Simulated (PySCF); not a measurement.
# Cost of excited-state runs on SMILES n1[n+]2c(cs1)C(=C)CC2, [C₆H₇N₂S]+, charge +1

Molfile (atoms numbered from 1):
```
C6H7N2S
     RDKit          3D

 16 17  0  0  0  0  0  0  0  0999 V2000
   -1.2287    1.8809   -0.3028 C   0  0  0  0  0  0  0  0  0  0  0  0
   -0.6696    0.6863   -0.1420 C   0  0  0  0  0  0  0  0  0  0  0  0
   -1.3691   -0.6588   -0.1277 C   0  0  0  0  0  0  0  0  0  0  0  0
   -0.2704   -1.7068    0.1245 C   0  0  0  0  0  0  0  0  0  0  0  0
    0.9335   -0.9205    0.1934 N   0  0  0  0  0  0  0  0  0  0  0  0
    2.1362   -1.3275    0.3726 N   0  0  0  0  0  0  0  0  0  0  0  0
    3.1680   -0.1026    0.3886 S   0  0  0  0  0  0  0  0  0  0  0  0
    1.9431    1.0674    0.1409 C   0  0  0  0  0  0  0  0  0  0  0  0
    0.7384    0.4139    0.0534 C   0  0  0  0  0  0  0  0  0  0  0  0
   -0.6489    2.7867   -0.2983 H   0  0  0  0  0  0  0  0  0  0  0  0
   -2.2903    1.9833   -0.4433 H   0  0  0  0  0  0  0  0  0  0  0  0
   -1.8725   -0.8311   -1.0796 H   0  0  0  0  0  0  0  0  0  0  0  0
   -2.1324   -0.6835    0.6502 H   0  0  0  0  0  0  0  0  0  0  0  0
   -0.1845   -2.4441   -0.6774 H   0  0  0  0  0  0  0  0  0  0  0  0
   -0.4044   -2.2515    1.0627 H   0  0  0  0  0  0  0  0  0  0  0  0
    2.1440    2.1169    0.0734 H   0  0  0  0  0  0  0  0  0  0  0  0
  1  2  2  0
  2  3  1  0
  3  4  1  0
  4  5  1  0
  5  6  2  0
  6  7  1  0
  7  8  1  0
  8  9  2  0
  9  2  1  0
  9  5  1  0
  1 10  1  0
  1 11  1  0
  3 12  1  0
  3 13  1  0
  4 14  1  0
  4 15  1  0
  8 16  1  0
M  CHG  1   5   1
M  END
```

PySCF with density fitting, on 1 thread of an Arm Neoverse V1, shared host. Command: `OMP_NUM_THREADS=1 python excited_run.py task.json out`

Q: How long does each of these runs take, and how much memory?
- magnetisability and related constants, CAM-B3LYP/pcSseg-1; usual settings
- magnetisability and related constants, KT2/pcSseg-1; usual settings

A: 
| run | level | basis functions | wall time | peak memory (GiB) |
| --- | --- | --- | --- | --- |
| magnetisability and related constants | CAM-B3LYP/pcSseg-1 | 195 | 52 s | 0.99 |
| magnetisability and related constants | KT2/pcSseg-1 | 195 | 57 s | 0.76 |

Times from a shared host are rough.
